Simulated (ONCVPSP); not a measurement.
# Pseudopotential generation for V (Z = 23): ONCV, Wu-Cohen, non-relativistic.

ONCVPSP 4.0.1 was run on this input:

```
# ATOM AND REFERENCE CONFIGURATION
# atsym  z   nc   nv     iexc    psfile
  V 23.00    3    4  -118130      upf
#
#   n    l    f
    1    0    2.00
    2    0    2.00
    2    1    6.00
    3    0    2.00
    3    1    6.00
    3    2    3.00
    4    0    1.00
#
# PSEUDOPOTENTIAL AND OPTIMIZATION
# lmax
    2
#
#   l,   rc,      ep,       ncon, nbas, qcut
    0    1.85    0.00    5    8    8.50
    1    1.25    0.00    5    8   11.30
    2    1.25    0.00    4    8   11.50
#
# LOCAL POTENTIAL
# lloc, lpopt,  rc(5),   dvloc0
    2    5    1.25    0.00
#
# VANDERBILT-KLEINMAN-BYLANDER PROJECTORs
# l, nproj, debl
    0    2    2.10
    1    1    1.50
    2    0    2.40
#
# MODEL CORE CHARGE
# icmod, fcfact, rcfact
    3    2.00    1.30
#
# LOG DERIVATIVE ANALYSIS
# epsh1, epsh2, depsh
   -4.00    5.00    0.02
#
# OUTPUT GRID
# rlmax, drl
    6.00    0.01
#
# TEST CONFIGURATIONS
# ncnf
    4
# nvcnf
#   n    l    f
    4
    3    0    2.00
    3    1    6.00
    3    2    3.00
    4    0    2.00
#
    4
    3    0    2.00
    3    1    6.00
    3    2    3.00
    4    0    0.00
#
    4
    3    0    2.00
    3    1    6.00
    3    2    2.00
    4    0    0.00
#
    4
    3    0    2.00
    3    1    5.00
    3    2    3.00
    4    0    2.00
#
```

Command:

```bash
oncvpspnr.x < V.dat > V.out
```

Output (shortened: citation, most of the input echo, consistency checks and plot data are left out):

```
ONCVPSP  (Optimized Norm-Conservinng Vanderbilt PSeudopotential)
scalar-relativistic version 4.0.1

#   n    l    f        energy (Ha)
    1    0    2.00    -1.9592532E+02
    2    0    2.00    -2.2133121E+01
    2    1    6.00    -1.8724508E+01
    3    0    2.00    -2.8140728E+00
    3    1    6.00    -1.8901854E+00
    3    2    3.00    -4.7158630E-01
    4    0    1.00    -3.9658555E-01

Reference configufation results
  iterations    21
  all-electron total energy (Ha)   -9.42931677D+02

Begin loop to  construct optimized pseudo wave functions
and semi-local pseudopoentials for all angular momenta

Calculating optimized projector #   1

 for l=   0

    Fraction of norm inside rc  0.979746
    Optimizing pswf for qcut=   8.49 a_B^-1,  ecut=  36.07 Ha
    Residual kinetic energy error=  9.05D-08 Ha

    Energy error per electron        Cutoff
         Ha          eV             Ha
         0.01000     0.27211       13.73
         0.00100     0.02721       21.08
         0.00010     0.00272       26.01
         0.00001     0.00027       29.85

Calculating optimized projector #   2

 for l=   0

    Fraction of norm inside rc  0.105136
    Optimizing pswf for qcut=   8.49 a_B^-1,  ecut=  36.07 Ha
    Residual kinetic energy error=  9.65D-08 Ha

    Energy error per electron        Cutoff
         Ha          eV             Ha
         0.01000     0.27211        5.50
         0.00100     0.02721       18.08
         0.00010     0.00272       24.49
         0.00001     0.00027       29.12

Calculating optimized projector #   1

 for l=   1

    Fraction of norm inside rc  0.753573
    Optimizing pswf for qcut=  11.30 a_B^-1,  ecut=  63.81 Ha
    Residual kinetic energy error=  4.87D-06 Ha

    Energy error per electron        Cutoff
         Ha          eV             Ha
         0.01000     0.27211       16.94
         0.00100     0.02721       40.05
         0.00010     0.00272       51.79
         0.00001     0.00027       60.45

Calculating optimized projector #   1

 for l=   2

    Fraction of norm inside rc  0.533239
    Optimizing pswf for qcut=  11.50 a_B^-1,  ecut=  66.09 Ha
    Residual kinetic energy error=  1.07D-05 Ha

    Energy error per electron        Cutoff
         Ha          eV             Ha
         0.01000     0.27211       42.63
         0.00100     0.02721       52.12
         0.00010     0.00272       59.37
         0.00001     0.00027       67.34

Construct Vanderbilt / Kleinmman-Bylander projectors

B matrix Hermiticity error, ll=   0
   1   2    7.5877E-10

  Orthonormal projector coefficients  1.7276E+01  4.5359E+00

Model core correction analysis
  based on d2Exc/dn_idn_j

d2excae - all-electron derivatives

   -4.102294D-02   -3.789758D-02   -2.667796D-02   -2.694186D-03
   -3.789784D-02   -3.607573D-02   -2.655174D-02   -3.400067D-03
   -2.667846D-02   -2.655193D-02   -2.519022D-02   -1.218064D-02
   -2.692806D-03   -3.397208D-03   -1.216345D-02   -5.149347D-02

d2excps - pseudofunction derivatives with no core correction

   -4.666252D-02   -3.964785D-02   -2.933119D-02   -3.400245D-03
   -3.964860D-02   -3.834760D-02   -2.966523D-02   -3.541119D-03
   -2.933192D-02   -2.966548D-02   -2.722839D-02   -1.235061D-02
   -3.399174D-03   -3.538270D-03   -1.233343D-02   -5.156424D-02

rms 2nd derivative error    2.261327E-03

rmatch, rhocmatch    0.4973   22.2892

Teter function model core charge with specified parameters

d2excps - pseudofunction derivatives with core correction

   -4.080638D-02   -3.790493D-02   -2.839811D-02   -2.821117D-03
   -3.790492D-02   -3.739314D-02   -2.901388D-02   -3.371981D-03
   -2.839843D-02   -2.901412D-02   -2.675058D-02   -1.226304D-02
   -2.819734D-03   -3.369124D-03   -1.224586D-02   -5.150732D-02

rms 2nd derivative error    1.180748E-03

Pseudoatom total energy  -71.063787

Diagnostic tests using Vanderbilt-Kleinman-Bylander pseudopotentials
  1 or more projectors used as specified by nproj input data

   l    rcore       rmatch      e in        delta e   norm test  slope test

   0   1.8544263   1.9107307  -2.8140728   0.0000000   1.0000000   1.0000000
   0   1.8544263   1.9107307  -0.3965856   0.0000000   1.0000000   1.0000000

   1   1.2570161   1.2951818  -1.8901854   0.0000000   1.0000000   1.0000000

   2   1.2570161   1.2951818  -0.4715863   0.0000000   1.0000000   1.0000000

 Testing for bound ghosts
   n   l    E NL Schr. Eq   E Basis Diag.   E Cutoff

   1   0       -2.814073       -2.814033     77.05
   2   0       -0.396586       -0.372260     77.05

   2   1       -1.890185       -1.889794    140.83

 Testing for highly-localized positive-energy ghosts
       l    <radius>/rc     E Basis Diag.   E Cutoff

       0        0.880312       11.335183     77.05  WARNING - GHOST(+)

Test configuration 0

   n   l     f        eae           eps        diff
   1   0  2.0000 -195.92531850
   2   0  2.0000  -22.13312085
   2   1  6.0000  -18.72450775
   3   0  2.0000   -2.81407275   -2.81407275    0.00D+00
   3   1  6.0000   -1.89018537   -1.89018537    0.00D+00
   3   2  3.0000   -0.47158630   -0.47158630    0.00D+00
   4   0  1.0000   -0.39658555   -0.39658555    0.00D+00

    Total energies and differences
      AE_ref= -9.42931677D+02  AE_tst= -9.42931677D+02  dif=  0.00D+00
      PS_ref= -7.10637867D+01  PS_tst= -7.10637867D+01  dif= -1.42D-14
      PSP excitation error=  1.42D-14

Test configuration 1

   n   l     f        eae           eps        diff
   1   0  2.0000 -195.64321910
   2   0  2.0000  -21.85704826
   2   1  6.0000  -18.44789258
   3   0  2.0000   -2.53496515   -2.53488031    8.48D-05
   3   1  6.0000   -1.61078155   -1.61075050    3.10D-05
   3   2  3.0000   -0.19748159   -0.19737480    1.07D-04
   4   0  2.0000   -0.17165439   -0.17166845   -1.41D-05

    Total energies and differences
      AE_ref= -9.42931677D+02  AE_tst= -9.43213963D+02  dif= -2.82D-01
      PS_ref= -7.10637867D+01  PS_tst= -7.13460799D+01  dif= -2.82D-01
      PSP excitation error=  7.38D-06

Test configuration 2

   n   l     f        eae           eps        diff
   1   0  2.0000 -196.25738437
   2   0  2.0000  -22.45635726
   2   1  6.0000  -19.04852586
   3   0  2.0000   -3.13987110   -3.14023644   -3.65D-04
   3   1  6.0000   -2.21568857   -2.21586576   -1.77D-04
   3   2  3.0000   -0.78712920   -0.78738573   -2.57D-04

    Total energies and differences
      AE_ref= -9.42931677D+02  AE_tst= -9.42416277D+02  dif=  5.15D-01
      PS_ref= -7.10637867D+01  PS_tst= -7.05483912D+01  dif=  5.15D-01
      PSP excitation error=  4.59D-06

Test configuration 3

   n   l     f        eae           eps        diff
   1   0  2.0000 -196.91496507
   2   0  2.0000  -23.14244457
   2   1  6.0000  -19.73205620
   3   0  2.0000   -3.76735968   -3.77076917   -3.41D-03
   3   1  6.0000   -2.83251534   -2.83336097   -8.46D-04
   3   2  2.0000   -1.36566346   -1.36503806    6.25D-04

    Total energies and differences
      AE_ref= -9.42931677D+02  AE_tst= -9.41348598D+02  dif=  1.58D+00
      PS_ref= -7.10637867D+01  PS_tst= -6.94806757D+01  dif=  1.58D+00
      PSP excitation error= -3.16D-05

Test configuration 4

   n   l     f        eae           eps        diff
   1   0  2.0000 -196.32935825
   2   0  2.0000  -22.47703885
   2   1  6.0000  -19.07592869
   3   0  2.0000   -3.07509724   -3.07877200   -3.67D-03
   3   1  5.0000   -2.14157455   -2.14158702   -1.25D-05
   3   2  3.0000   -0.68458084   -0.68506486   -4.84D-04
   4   0  2.0000   -0.46417971   -0.46432498   -1.45D-04

    Total energies and differences
      AE_ref= -9.42931677D+02  AE_tst= -9.41347923D+02  dif=  1.58D+00
      PS_ref= -7.10637867D+01  PS_tst= -6.94800823D+01  dif=  1.58D+00
      PSP excitation error=  4.94D-05
```

oncvpspnr.x prints “scalar-relativistic version” in its banner although the run is non-relativistic.

The run took about 3.5 s on one core of a shared server CPU.
